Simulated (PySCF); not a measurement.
A structure optimised at r2SCAN-D4/def2-TZVPD, used in a PySCF frequency run:

```
Mg
O 1 1.7380
```
Charge 0, spin multiplicity 1.

Question: Write its SMILES, formula and point group.

Answer: [O]=[Mg], MgO, C∞v

Question: What are its rotational constants (standard atomic weights)?

Answer: 17.340 GHz (linear rotor, B only)
